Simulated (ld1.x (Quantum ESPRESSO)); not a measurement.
**Which change was made? (Ba, TM)**

* Element: Ba
* Generator: ld1.x (Quantum ESPRESSO) 7.5
* Type: norm-conserving Troullier–Martins (Kleinman–Bylander form)
* Functional: LDA (PZ)
* Relativity: non-relativistic
* Frozen core: [Xe]
* Valence charge: 2
* Reference configuration: 5d0 6s2 6p0
* Partial waves: 6p (bound, empty): rc 4.20 bohr; 5d (bound, empty): rc 3.25 bohr; 6s (bound): rc 4.20 bohr
* Local potential: the s channel
* Core correction: Bessel-smoothed model core inside 2.70 bohr

Cutoffs, loose and tight: the cutoffs (Ry, on a coarse ladder) from which the occupation-weighted sum of valence levels, in a spherical-Bessel basis at the reference potential, stays within 10 and 1 mRy of its value at 400 Ry. They do not see the model core or the augmentation charge, which bear on the density cutoff. Test errors are all-electron minus pseudo excitation energies from the reference, over the configurations 5d0 6s1 6p0; 5d0 6s1.5 6p0; 5d0 6s1 6p1; 5d1 6s1 6p0; 5d1 6s0 6p0; 5d0 6s0 6p1; 5d0 6s0 6p2 (two spin-polarised tests are not counted in the largest error); variants that change the core or the reference have their own tests.

The base gives: outcome: generated; cutoff, loose: 6 Ry; cutoff, tight: 6 Ry; bound ghosts: none; largest test error (meV): -82.

After one change the result is: outcome: generated; cutoff, loose: 6 Ry; cutoff, tight: 6 Ry; bound ghosts: none; largest test error (meV): -60. Which change was it?
A. all radii but the core radius scaled by about 0.78 (s 3.28, p 3.28, d 2.54 bohr)
B. all radii but the core radius scaled by about 1.28 (s 5.36, p 5.36, d 4.16 bohr)
C. all radii but the core radius scaled by about 0.86 (s 3.62, p 3.62, d 2.80 bohr)

B. The others give: all radii but the core radius scaled by about 0.78 (s 3.28, p 3.28, d 2.54 bohr) → outcome: generated; cutoff, loose: 6 Ry; cutoff, tight: 12 Ry; bound ghosts: p; largest test error (meV): -54 | all radii but the core radius scaled by about 0.86 (s 3.62, p 3.62, d 2.80 bohr) → outcome: generated; cutoff, loose: 6 Ry; cutoff, tight: 8 Ry; bound ghosts: p; largest test error (meV): -70.
